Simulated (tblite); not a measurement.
Record of a relaxation.

C5H9BrOSi2.
Atom-mapped SMILES: `[CH3:1][C:2]1=[CH:3][SiH2:4][O:5][CH:6]=[CH:7][Si@H:8]1[Br:9]` (hydrogens: H10, H11, H12 on C1; H13 on C3; H14, H15 on Si4; H16 on C6; H17 on C7; H18 on Si8)

Computed with GFN2-xTB (tblite), gas phase: L-BFGS steps from a force-field or distance-geometry start until the largest atomic force falls under 0.01 eV/Å. 11 of its 131 geometries are shown.

Step 0: E = -732.6629 eV, largest atomic force 2.051 eV/Å
```
atom  x, y, z in Å  |  force x, y, z in eV/Å
C1     -2.507    0.146   -0.176   -0.921   0.594   1.114
C2     -1.047   -0.073   -0.024   -1.418  -0.629  -0.796
C3     -0.648   -1.281   -0.373    0.042  -0.343  -0.131
Si4     1.050   -1.939   -0.343    2.038   0.048  -0.227
O5      2.252   -0.766   -0.652   -0.382   0.159   0.697
C6      2.531    0.481   -0.151   -0.482  -1.761  -0.525
C7      1.669    1.335    0.360    1.375   1.483   0.317
Si8    -0.113    1.342    0.645   -0.493   0.522   0.652
Br9    -0.983    3.226   -0.237    0.245  -0.110   0.154
H10    -2.970   -0.097    0.819    0.130   0.403  -0.737
H11    -2.663    1.213   -0.387   -0.640  -0.573  -0.126
H12    -2.981   -0.523   -0.902    0.167   0.417   0.027
H13    -1.420   -1.951   -0.731    0.058  -0.147   0.012
H14     1.349   -2.606    0.944    0.062   0.244  -0.133
H15     1.102   -2.930   -1.435    0.352   0.376   0.087
H16     3.564    0.791   -0.157    0.348  -0.546  -0.362
H17     2.167    2.259    0.703   -0.359  -0.356  -0.164
H18    -0.361    1.379    2.086   -0.120   0.219   0.140
```

Step 13: E = -733.2571 eV, largest atomic force 0.169 eV/Å
```
atom  x, y, z in Å  |  force x, y, z in eV/Å
C1     -2.631    0.172   -0.158    0.074  -0.029   0.069
C2     -1.154   -0.097   -0.059    0.038   0.002   0.028
C3     -0.665   -1.298   -0.383   -0.074  -0.032  -0.036
Si4     1.098   -1.929   -0.328   -0.052   0.119   0.002
O5      2.223   -0.781   -0.577    0.163   0.008  -0.044
C6      2.554    0.429   -0.139   -0.035   0.059   0.029
C7      1.754    1.354    0.383   -0.097   0.068  -0.010
Si8    -0.088    1.279    0.681   -0.080  -0.001   0.058
Br9    -0.883    3.206   -0.174    0.070  -0.014  -0.006
H10    -3.088   -0.030    0.812   -0.032   0.056  -0.003
H11    -2.848    1.208   -0.419    0.009  -0.095  -0.033
H12    -3.091   -0.489   -0.890   -0.017   0.045   0.003
H13    -1.376   -2.036   -0.746   -0.064   0.012   0.005
H14     1.402   -2.550    0.959   -0.043  -0.044   0.116
H15     1.349   -2.794   -1.470    0.060  -0.001  -0.055
H16     3.615    0.629   -0.269    0.026  -0.016  -0.034
H17     2.220    2.293    0.652    0.001  -0.062  -0.004
H18    -0.402    1.439    2.113    0.053  -0.075  -0.085
```

Step 26: E = -733.2741 eV, largest atomic force 0.052 eV/Å
```
atom  x, y, z in Å  |  force x, y, z in eV/Å
C1     -2.638    0.170   -0.146    0.007  -0.010  -0.009
C2     -1.166   -0.110   -0.056    0.024  -0.025   0.021
C3     -0.677   -1.305   -0.398    0.018  -0.008  -0.048
Si4     1.099   -1.908   -0.334    0.004  -0.009   0.023
O5      2.257   -0.785   -0.564   -0.002  -0.001  -0.002
C6      2.563    0.438   -0.141    0.001   0.002  -0.012
C7      1.744    1.349    0.372    0.020  -0.003   0.020
Si8    -0.092    1.254    0.682    0.013   0.024  -0.018
Br9    -0.831    3.199   -0.177   -0.014  -0.019   0.028
H10    -3.106    0.018    0.828    0.029   0.031   0.021
H11    -2.836    1.196   -0.450   -0.021  -0.009  -0.031
H12    -3.111   -0.506   -0.855   -0.041  -0.005  -0.004
H13    -1.390   -2.045   -0.753   -0.016   0.009  -0.018
H14     1.333   -2.521    0.981    0.000  -0.002  -0.018
H15     1.405   -2.764   -1.474   -0.017   0.010   0.037
H16     3.619    0.654   -0.286   -0.005   0.005   0.007
H17     2.197    2.293    0.644    0.013   0.012  -0.020
H18    -0.378    1.377    2.116   -0.014  -0.003   0.023
```

Step 39: E = -733.2874 eV, largest atomic force 0.120 eV/Å
```
atom  x, y, z in Å  |  force x, y, z in eV/Å
C1     -2.633    0.179   -0.145    0.027  -0.017   0.001
C2     -1.162   -0.117   -0.085   -0.014  -0.001   0.030
C3     -0.676   -1.300   -0.471    0.016   0.036  -0.004
Si4     1.095   -1.904   -0.322   -0.006   0.018  -0.026
O5      2.273   -0.793   -0.519   -0.005  -0.013  -0.036
C6      2.570    0.448   -0.142   -0.025  -0.029  -0.002
C7      1.746    1.362    0.359   -0.001  -0.029   0.047
Si8    -0.085    1.225    0.698    0.017  -0.089   0.052
Br9    -0.860    3.174   -0.092   -0.051   0.109  -0.004
H10    -3.036    0.179    0.871   -0.013   0.040  -0.051
H11    -2.832    1.159   -0.579    0.001  -0.058  -0.002
H12    -3.163   -0.578   -0.723    0.024   0.030   0.020
H13    -1.383   -2.023   -0.872    0.030   0.027   0.035
H14     1.274   -2.493    1.010    0.002  -0.005   0.016
H15     1.429   -2.788   -1.429    0.024  -0.010  -0.008
H16     3.621    0.675   -0.312   -0.030  -0.017   0.016
H17     2.193    2.316    0.604   -0.034   0.008  -0.033
H18    -0.379    1.285    2.138    0.037   0.001  -0.051
```

Step 52: E = -733.2985 eV, largest atomic force 0.049 eV/Å
```
atom  x, y, z in Å  |  force x, y, z in eV/Å
C1     -2.624    0.185   -0.153   -0.021   0.002  -0.009
C2     -1.156   -0.114   -0.083   -0.018  -0.022   0.001
C3     -0.662   -1.281   -0.502   -0.009  -0.020   0.012
Si4     1.099   -1.910   -0.329   -0.013  -0.015   0.018
O5      2.280   -0.805   -0.529    0.011  -0.013   0.015
C6      2.558    0.438   -0.151   -0.001   0.014  -0.012
C7      1.727    1.352    0.338    0.016   0.022   0.023
Si8    -0.091    1.214    0.728   -0.012   0.020  -0.029
Br9    -0.913    3.193    0.037    0.011  -0.038   0.029
H10    -3.013    0.350    0.853   -0.001   0.016  -0.028
H11    -2.817    1.090   -0.729    0.012  -0.003  -0.009
H12    -3.175   -0.639   -0.605    0.018   0.001  -0.005
H13    -1.366   -1.993   -0.925   -0.011  -0.010   0.011
H14     1.237   -2.474    1.021    0.017   0.005  -0.012
H15     1.474   -2.824   -1.399   -0.032   0.018   0.004
H16     3.608    0.674   -0.311    0.004   0.008  -0.028
H17     2.167    2.315    0.554    0.013   0.029   0.022
H18    -0.343    1.235    2.175    0.017  -0.014  -0.003
```

Step 65: E = -733.3095 eV, largest atomic force 0.059 eV/Å
```
atom  x, y, z in Å  |  force x, y, z in eV/Å
C1     -2.619    0.200   -0.205   -0.001   0.012   0.017
C2     -1.160   -0.121   -0.070    0.006   0.029  -0.017
C3     -0.671   -1.297   -0.472   -0.007  -0.005   0.055
Si4     1.095   -1.910   -0.303   -0.002   0.030  -0.012
O5      2.266   -0.795   -0.524   -0.004   0.001   0.013
C6      2.553    0.455   -0.173   -0.032   0.006  -0.047
C7      1.729    1.371    0.328   -0.019  -0.017   0.012
Si8    -0.078    1.188    0.762   -0.012  -0.046   0.023
Br9    -0.965    3.177    0.213    0.000  -0.002   0.000
H10    -3.029    0.533    0.750    0.027   0.043  -0.020
H11    -2.771    1.006   -0.926    0.004  -0.032   0.050
H12    -3.182   -0.673   -0.531    0.018   0.020  -0.047
H13    -1.376   -2.009   -0.895    0.025   0.014   0.002
H14     1.261   -2.471    1.044    0.021  -0.002   0.000
H15     1.437   -2.815   -1.391    0.014  -0.001   0.011
H16     3.595    0.694   -0.378   -0.016  -0.004   0.020
H17     2.162    2.340    0.538   -0.004  -0.020  -0.033
H18    -0.257    1.134    2.220   -0.018  -0.028  -0.026
```

Step 78: E = -733.3150 eV, largest atomic force 0.042 eV/Å
```
atom  x, y, z in Å  |  force x, y, z in eV/Å
C1     -2.606    0.226   -0.238    0.010  -0.033  -0.009
C2     -1.159   -0.123   -0.062    0.007   0.000  -0.012
C3     -0.675   -1.312   -0.431    0.016   0.003   0.002
Si4     1.097   -1.913   -0.280   -0.001  -0.003   0.002
O5      2.257   -0.793   -0.532   -0.005   0.001   0.017
C6      2.534    0.463   -0.198   -0.008   0.005  -0.005
C7      1.713    1.372    0.319   -0.006   0.007  -0.014
Si8    -0.078    1.165    0.795    0.005  -0.002  -0.005
Br9    -0.989    3.162    0.320    0.005   0.002   0.019
H10    -3.023    0.638    0.681    0.002  -0.009   0.013
H11    -2.725    0.985   -1.012    0.024   0.014   0.001
H12    -3.180   -0.652   -0.524   -0.039  -0.004  -0.016
H13    -1.376   -2.026   -0.858    0.007   0.018   0.004
H14     1.314   -2.473    1.060   -0.013   0.012  -0.003
H15     1.425   -2.817   -1.374    0.005  -0.001   0.013
H16     3.570    0.715   -0.419   -0.012  -0.016  -0.020
H17     2.139    2.350    0.496   -0.003  -0.001   0.010
H18    -0.247    1.040    2.248    0.005   0.007   0.005
```

Step 91: E = -733.3188 eV, largest atomic force 0.075 eV/Å
```
atom  x, y, z in Å  |  force x, y, z in eV/Å
C1     -2.590    0.240   -0.267    0.020  -0.006  -0.008
C2     -1.152   -0.133   -0.062   -0.012   0.008  -0.002
C3     -0.674   -1.329   -0.416    0.009   0.038  -0.020
Si4     1.098   -1.927   -0.246   -0.005   0.037  -0.006
O5      2.242   -0.796   -0.528   -0.012   0.008   0.015
C6      2.508    0.471   -0.231    0.019   0.002  -0.002
C7      1.695    1.379    0.300   -0.007  -0.013  -0.017
Si8    -0.080    1.152    0.818   -0.012  -0.073  -0.014
Br9    -0.997    3.165    0.433   -0.009  -0.021   0.000
H10    -3.017    0.632    0.656   -0.025  -0.001  -0.029
H11    -2.667    1.025   -1.022   -0.017   0.000   0.034
H12    -3.180   -0.614   -0.596    0.019  -0.010  -0.004
H13    -1.366   -2.042   -0.858   -0.010   0.061   0.025
H14     1.309   -2.458    1.105    0.011   0.006   0.016
H15     1.443   -2.843   -1.324   -0.005  -0.029   0.006
H16     3.530    0.732   -0.500    0.025  -0.001   0.000
H17     2.115    2.363    0.455    0.005   0.002  -0.016
H18    -0.225    0.989    2.269    0.006  -0.009   0.021
```

Step 104: E = -733.3352 eV, largest atomic force 0.059 eV/Å
```
atom  x, y, z in Å  |  force x, y, z in eV/Å
C1     -2.542    0.295   -0.370   -0.016   0.017   0.008
C2     -1.138   -0.118   -0.049   -0.022  -0.022   0.001
C3     -0.666   -1.319   -0.398    0.015  -0.006  -0.021
Si4     1.087   -1.930   -0.117    0.012   0.003   0.012
O5      2.220   -0.815   -0.501   -0.001   0.012   0.010
C6      2.441    0.487   -0.347   -0.009   0.008  -0.015
C7      1.648    1.393    0.219   -0.035  -0.006  -0.018
Si8    -0.049    1.075    0.928   -0.016   0.005   0.000
Br9    -1.057    3.078    0.853    0.023  -0.009   0.023
H10    -3.076    0.590    0.534    0.025  -0.029  -0.045
H11    -2.538    1.160   -1.036   -0.004  -0.011   0.021
H12    -3.082   -0.516   -0.857   -0.018   0.029   0.025
H13    -1.347   -1.994   -0.907    0.017  -0.022  -0.024
H14     1.270   -2.331    1.283    0.005   0.047   0.006
H15     1.472   -2.965   -1.068   -0.034   0.021   0.001
H16     3.398    0.777   -0.777    0.028  -0.010   0.042
H17     2.015    2.410    0.244    0.003  -0.036  -0.015
H18    -0.065    0.729    2.354    0.027   0.011  -0.013
```

Step 117: E = -733.3438 eV, largest atomic force 0.021 eV/Å
```
atom  x, y, z in Å  |  force x, y, z in eV/Å
C1     -2.535    0.311   -0.397    0.010  -0.003  -0.010
C2     -1.143   -0.124   -0.055   -0.002   0.000  -0.003
C3     -0.657   -1.311   -0.429   -0.006  -0.005  -0.002
Si4     1.083   -1.915   -0.062   -0.002   0.012  -0.003
O5      2.232   -0.830   -0.485   -0.006   0.012  -0.002
C6      2.422    0.483   -0.386    0.007   0.014   0.003
C7      1.613    1.388    0.159    0.004  -0.002   0.005
Si8    -0.040    1.035    0.950   -0.015  -0.008  -0.002
Br9    -1.055    3.029    1.036   -0.012   0.015  -0.001
H10    -3.096    0.542    0.508    0.001   0.005   0.019
H11    -2.513    1.219   -1.000    0.000   0.018  -0.004
H12    -3.063   -0.463   -0.950   -0.003  -0.014  -0.003
H13    -1.308   -1.973   -0.992   -0.005  -0.003   0.010
H14     1.228   -2.205    1.369    0.003   0.003   0.000
H15     1.469   -3.008   -0.941    0.007  -0.008   0.001
H16     3.369    0.780   -0.833    0.004  -0.014   0.005
H17     1.954    2.414    0.137    0.004  -0.007  -0.004
H18     0.032    0.634    2.358    0.009  -0.016  -0.010
```

Step 130: E = -733.3445 eV, largest atomic force 0.008 eV/Å
```
atom  x, y, z in Å  |  force x, y, z in eV/Å
C1     -2.539    0.311   -0.397    0.003  -0.002   0.004
C2     -1.146   -0.124   -0.063    0.000   0.001   0.000
C3     -0.663   -1.315   -0.428   -0.001   0.004  -0.003
Si4     1.081   -1.912   -0.068   -0.001   0.002   0.000
O5      2.228   -0.824   -0.491    0.003   0.001  -0.003
C6      2.429    0.486   -0.379    0.001  -0.002  -0.001
C7      1.618    1.393    0.160   -0.003   0.002  -0.003
Si8    -0.041    1.037    0.937   -0.003   0.000   0.002
Br9    -1.060    3.029    1.030   -0.001  -0.002   0.003
H10    -3.091    0.548    0.513   -0.003   0.003  -0.002
H11    -2.522    1.215   -1.006   -0.002  -0.003   0.002
H12    -3.074   -0.467   -0.939    0.002   0.002  -0.001
H13    -1.319   -1.982   -0.979    0.005  -0.004   0.003
H14     1.233   -2.200    1.363   -0.003   0.000  -0.002
H15     1.471   -3.005   -0.945    0.001   0.003   0.004
H16     3.385    0.777   -0.810    0.003  -0.006  -0.004
H17     1.964    2.416    0.147    0.003   0.002   0.004
H18     0.038    0.624    2.342   -0.006   0.000  -0.004
```

Problem. Summarise the path.

Solution. The energy falls by 65.76 kJ/mol from step 0 to step 130; nine tenths of that is first reached at step 30. It falls at every step. The largest force goes from 2.051 to 0.008 eV/Å. Among the bonds Si4–O5 changes most, from 1.708 to 1.636 Å; the atoms move by 0.554 Å rms after alignment.

Problem. Follow the three bonds and two angles with the largest change from start to end.

Solution. 
```json
{"step": "0", "E above end (kJ/mol)": "65.76", "largest force (eV/Å)": "2.051", "Si4–O5 (Å)": "1.708", "C2–Si8 (Å)": "1.823", "C7–Si8 (Å)": "1.805", "C3–C2–Si8 (°)": "130.8", "C6–C7–Si8 (°)": "135.3"}
{"step": "6", "E above end (kJ/mol)": "16.20", "largest force (eV/Å)": "0.362", "Si4–O5 (Å)": "1.629", "C2–Si8 (Å)": "1.874", "C7–Si8 (Å)": "1.861", "C3–C2–Si8 (°)": "125.4", "C6–C7–Si8 (°)": "129.0"}
{"step": "11", "E above end (kJ/mol)": "9.49", "largest force (eV/Å)": "0.194", "Si4–O5 (Å)": "1.625", "C2–Si8 (Å)": "1.892", "C7–Si8 (Å)": "1.867", "C3–C2–Si8 (°)": "123.5", "C6–C7–Si8 (°)": "129.1"}
{"step": "17", "E above end (kJ/mol)": "7.55", "largest force (eV/Å)": "0.091", "Si4–O5 (Å)": "1.631", "C2–Si8 (Å)": "1.888", "C7–Si8 (Å)": "1.867", "C3–C2–Si8 (°)": "123.1", "C6–C7–Si8 (°)": "129.3"}
{"step": "23", "E above end (kJ/mol)": "6.98", "largest force (eV/Å)": "0.070", "Si4–O5 (Å)": "1.631", "C2–Si8 (Å)": "1.888", "C7–Si8 (Å)": "1.865", "C3–C2–Si8 (°)": "122.9", "C6–C7–Si8 (°)": "129.5"}
{"step": "28", "E above end (kJ/mol)": "6.70", "largest force (eV/Å)": "0.068", "Si4–O5 (Å)": "1.629", "C2–Si8 (Å)": "1.887", "C7–Si8 (Å)": "1.864", "C3–C2–Si8 (°)": "122.6", "C6–C7–Si8 (°)": "129.5"}
{"step": "34", "E above end (kJ/mol)": "6.21", "largest force (eV/Å)": "0.140", "Si4–O5 (Å)": "1.631", "C2–Si8 (Å)": "1.889", "C7–Si8 (Å)": "1.867", "C3–C2–Si8 (°)": "122.3", "C6–C7–Si8 (°)": "128.8"}
{"step": "40", "E above end (kJ/mol)": "5.38", "largest force (eV/Å)": "0.093", "Si4–O5 (Å)": "1.631", "C2–Si8 (Å)": "1.889", "C7–Si8 (Å)": "1.866", "C3–C2–Si8 (°)": "122.9", "C6–C7–Si8 (°)": "128.7"}
{"step": "45", "E above end (kJ/mol)": "4.95", "largest force (eV/Å)": "0.061", "Si4–O5 (Å)": "1.630", "C2–Si8 (Å)": "1.886", "C7–Si8 (Å)": "1.864", "C3–C2–Si8 (°)": "122.6", "C6–C7–Si8 (°)": "128.6"}
{"step": "51", "E above end (kJ/mol)": "4.49", "largest force (eV/Å)": "0.046", "Si4–O5 (Å)": "1.630", "C2–Si8 (Å)": "1.886", "C7–Si8 (Å)": "1.865", "C3–C2–Si8 (°)": "122.9", "C6–C7–Si8 (°)": "129.6"}
{"step": "57", "E above end (kJ/mol)": "4.15", "largest force (eV/Å)": "0.097", "Si4–O5 (Å)": "1.633", "C2–Si8 (Å)": "1.889", "C7–Si8 (Å)": "1.868", "C3–C2–Si8 (°)": "122.6", "C6–C7–Si8 (°)": "128.9"}
{"step": "62", "E above end (kJ/mol)": "3.66", "largest force (eV/Å)": "0.073", "Si4–O5 (Å)": "1.630", "C2–Si8 (Å)": "1.889", "C7–Si8 (Å)": "1.863", "C3–C2–Si8 (°)": "122.4", "C6–C7–Si8 (°)": "128.6"}
{"step": "68", "E above end (kJ/mol)": "3.18", "largest force (eV/Å)": "0.047", "Si4–O5 (Å)": "1.631", "C2–Si8 (Å)": "1.888", "C7–Si8 (Å)": "1.867", "C3–C2–Si8 (°)": "121.9", "C6–C7–Si8 (°)": "128.2"}
{"step": "73", "E above end (kJ/mol)": "3.00", "largest force (eV/Å)": "0.033", "Si4–O5 (Å)": "1.631", "C2–Si8 (Å)": "1.888", "C7–Si8 (Å)": "1.865", "C3–C2–Si8 (°)": "121.7", "C6–C7–Si8 (°)": "128.1"}
{"step": "79", "E above end (kJ/mol)": "2.83", "largest force (eV/Å)": "0.038", "Si4–O5 (Å)": "1.633", "C2–Si8 (Å)": "1.888", "C7–Si8 (Å)": "1.865", "C3–C2–Si8 (°)": "121.8", "C6–C7–Si8 (°)": "128.1"}
{"step": "85", "E above end (kJ/mol)": "2.71", "largest force (eV/Å)": "0.044", "Si4–O5 (Å)": "1.632", "C2–Si8 (Å)": "1.886", "C7–Si8 (Å)": "1.864", "C3–C2–Si8 (°)": "121.6", "C6–C7–Si8 (°)": "127.9"}
{"step": "90", "E above end (kJ/mol)": "2.55", "largest force (eV/Å)": "0.091", "Si4–O5 (Å)": "1.633", "C2–Si8 (Å)": "1.891", "C7–Si8 (Å)": "1.864", "C3–C2–Si8 (°)": "121.9", "C6–C7–Si8 (°)": "127.8"}
{"step": "96", "E above end (kJ/mol)": "2.06", "largest force (eV/Å)": "0.135", "Si4–O5 (Å)": "1.631", "C2–Si8 (Å)": "1.885", "C7–Si8 (Å)": "1.865", "C3–C2–Si8 (°)": "121.3", "C6–C7–Si8 (°)": "127.1"}
{"step": "102", "E above end (kJ/mol)": "1.13", "largest force (eV/Å)": "0.143", "Si4–O5 (Å)": "1.636", "C2–Si8 (Å)": "1.889", "C7–Si8 (Å)": "1.864", "C3–C2–Si8 (°)": "119.9", "C6–C7–Si8 (°)": "125.9"}
{"step": "107", "E above end (kJ/mol)": "0.59", "largest force (eV/Å)": "0.064", "Si4–O5 (Å)": "1.635", "C2–Si8 (Å)": "1.887", "C7–Si8 (Å)": "1.867", "C3–C2–Si8 (°)": "119.7", "C6–C7–Si8 (°)": "126.0"}
{"step": "113", "E above end (kJ/mol)": "0.15", "largest force (eV/Å)": "0.058", "Si4–O5 (Å)": "1.636", "C2–Si8 (Å)": "1.889", "C7–Si8 (Å)": "1.867", "C3–C2–Si8 (°)": "119.0", "C6–C7–Si8 (°)": "125.7"}
{"step": "119", "E above end (kJ/mol)": "0.05", "largest force (eV/Å)": "0.019", "Si4–O5 (Å)": "1.637", "C2–Si8 (Å)": "1.889", "C7–Si8 (Å)": "1.866", "C3–C2–Si8 (°)": "118.6", "C6–C7–Si8 (°)": "125.7"}
{"step": "124", "E above end (kJ/mol)": "0.02", "largest force (eV/Å)": "0.020", "Si4–O5 (Å)": "1.636", "C2–Si8 (Å)": "1.889", "C7–Si8 (Å)": "1.866", "C3–C2–Si8 (°)": "118.8", "C6–C7–Si8 (°)": "125.7"}
{"step": "130", "E above end (kJ/mol)": "0.00", "largest force (eV/Å)": "0.008", "Si4–O5 (Å)": "1.636", "C2–Si8 (Å)": "1.889", "C7–Si8 (Å)": "1.866", "C3–C2–Si8 (°)": "118.7", "C6–C7–Si8 (°)": "125.5"}
```

What follows is the cost of the whole relaxation. The run took 1.5 s on one thread, Arm Neoverse V1 (aarch64), shared host with 32 logical CPUs at a one-minute load of 24.
